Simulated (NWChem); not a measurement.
System: C$_{4}$H$_{2}$F$_{2}$O; SMILES c1c(oc(F)c1)F

Computed with NWChem. Pople sets run with spherical d functions. Structure relaxed at the PBE0/def2-SVP level. Level: M06-2X/6-31G* with COSMO at NWChem's default radii, gas-phase geometry; the question gives the dielectric constant.

Task: Predict the results for dielectric constant 11.7. Quantities: electrostatic solvation energy (kcal/mol); dipole in solution (D).

Result: 
```json
{
  "electrostatic solvation energy (kcal/mol)": "-2.0",
  "dipole in solution (D)": "2.05"
}
```
